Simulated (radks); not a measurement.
Xe, 54 electrons, occupied as [Kr] 4d10 5p6 4f2 (not the ground configuration).

Calculated with a radial shooting solver on a logarithmic mesh with Libxc functionals: non-relativistic Kohn-Sham, exchange-only B88, spin-polarised, spherical densities, point nucleus; open shells are filled with parallel spins first (spin-orbit coupling, left out, can overturn this in heavy ions); relativity is left out, which matters for an element this heavy.

Energy parts (eV):
| part | energy |
|---|---|
| total | -196747.361 |
| kinetic | 196747.361 |
| electron-nucleus | -466209.783 |
| Hartree | 77571.584 |
| exchange | -4856.522 |

Orbitals (lengths in bohr, moments of r in powers of bohr):
| orbital | occ. | eigenvalue (eV) | <1/r> | <r> |
|---|---|---|---|---|
| 1s up | 1 | -32943.60 | 53.47 | 0.02814 |
| 1s down | 1 | -32943.60 | 53.47 | 0.02814 |
| 2s up | 1 | -5007.754 | 12.29 | 0.1210 |
| 2s down | 1 | -5007.756 | 12.29 | 0.1210 |
| 2p up | 3 | -4713.683 | 12.30 | 0.1030 |
| 2p down | 3 | -4713.685 | 12.30 | 0.1030 |
| 3s up | 1 | -1033.476 | 4.497 | 0.3204 |
| 3s down | 1 | -1033.464 | 4.497 | 0.3204 |
| 3p up | 3 | -909.0483 | 4.425 | 0.3107 |
| 3p down | 3 | -909.0375 | 4.425 | 0.3107 |
| 3d up | 5 | -677.5329 | 4.297 | 0.2812 |
| 3d down | 5 | -677.5253 | 4.297 | 0.2812 |
| 4s up | 1 | -196.2188 | 1.853 | 0.7464 |
| 4s down | 1 | -196.1699 | 1.853 | 0.7463 |
| 4p up | 3 | -152.0389 | 1.753 | 0.7771 |
| 4p down | 3 | -151.9875 | 1.753 | 0.7770 |
| 4d up | 5 | -76.1215 | 1.523 | 0.8684 |
| 4d down | 5 | -76.0632 | 1.523 | 0.8683 |
| 4f up | 2 | -0.4360 | 0.1649 | 9.602 |
| 5p up | 3 | -19.0928 | 0.6096 | 2.119 |
| 5p down | 3 | -18.9446 | 0.6114 | 2.112 |

The highest occupied level is 4f up at -0.436 eV. Spin moment in Bohr magnetons: 2. The density falls to 0.001 e/bohr^3 at r = 4.22 bohr. Virial ratio -V/T = 2.00000. Summed over all electrons, <r^2> = 275.2 bohr^2, which gives a Langevin (diamagnetic) susceptibility term of -218 x 10^-6 cm^3/mol.

Empty levels of this run are not shown, since the potential may be unsettled where no density lies.
